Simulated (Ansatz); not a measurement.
Isolated molecules relaxed with PBE0-D4/def2-TZVP in Ansatz; ΔE leaves out vibrations. CCSD(T)/CBS is the MP2 limit (def2-TZVPP, def2-QZVPP) plus CCSD(T) − MP2 in def2-TZVPP, frozen cores. Functionals use def2-TZVPP. def2 core potentials past Kr. For Br, In outer-core shells are correlated without core-valence functions, which leaves a few kJ/mol of doubt a bond. Scalar relativity is left out up to krypton. One conformer a species, not always the lowest.

Consider the formal exchange of groups at a C–In bond: `[OH][InH][CH2]Br` + `FC[SiH3]` → `FC[SiH2]CBr` + `[OH][InH2]`.

```tsv
level	ΔE (kJ/mol)
PBE-D4	-21.2
PBE0	-20.4
CCSD/def2-TZVPP	-17.4
HF/def2-QZVPP	-19.7
```

What does CCSD(T)/CBS give? (Best estimate.)

Computed: -14.3 kJ/mol. The listed levels differ from it by -6.9, -6.1, -3.1, -5.4 kJ/mol.

Largest T1 diagnostic among the species: 0.017.

In def2-TZVPP, CCSD(T) changes the Hartree–Fock value by +3.5 kJ/mol (the triples alone add +1.0 kJ/mol) and MP2 by +5.7 kJ/mol. The D4 term adds −5.0 kJ/mol with B3LYP and −2.8 kJ/mol with PBE0; it sums over pairs of atoms, weighted by their polarisabilities, and B3LYP, whose exchange is more repulsive, gets the larger term.

CCSD(T)/CBS has its own doubt, a few kJ/mol and more with outer-core shells, so smaller differences from it don't rank the levels.

B3LYP here is the variant with VWN-RPA as its local correlation; programs differ in this.
